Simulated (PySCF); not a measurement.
Al(F)(Cl)(OEt) (C2H5AlClFO), SMILES CC[O][Al]([Cl])[F]. Atoms are numbered in the order given.

```xyz
11

Al     0.4880    -0.0181     0.2880
F      1.5474    -0.9760    -0.5563
Cl     0.8141     0.2797     2.3218
O     -0.8265     0.7113    -0.4585
C     -1.4655     0.6707    -1.7141
C     -1.6922    -0.7534    -2.2007
H     -2.4313     1.1971    -1.6193
H     -0.8682     1.2318    -2.4572
H     -2.3071    -1.3143    -1.4780
H     -2.2132    -0.7610    -3.1714
H     -0.7326    -1.2823    -2.3251
```

Geometry: B3LYP-D3(BJ)/def2-SVP. The values are those of a single conformer.

Calculation: B3LYP/pcSseg-1 in PySCF.

GIAO shieldings, no solvent; atoms listed in one row are averaged. δ = σ(ref) − σ: ¹⁹F against CFCl3 (σ = 161.7 ppm); ³⁵Cl against HCl (σ = 933.3 ppm); ¹⁷O against H2O (σ = 333.8 ppm); ¹³C against TMS (σ = 181.3 ppm); ¹H against TMS (σ = 31.68 ppm), references at their B3LYP-D3(BJ)/def2-TZVP geometries, non-relativistic (without spin–orbit terms, shifts of atoms bonded to Cl or Br come out too high).

```csv
nucleus,atoms,count,δ (ppm)
¹⁹F,F2,1,-175.4
³⁵Cl,Cl3,1,-82.0
¹⁷O,O4,1,65.0
¹³C,C5,1,67.8
¹³C,C6,1,26.1
¹H,H8,1,4.38
¹H,H7,1,4.22
¹H,"H9, H10, H11",3,1.60
```
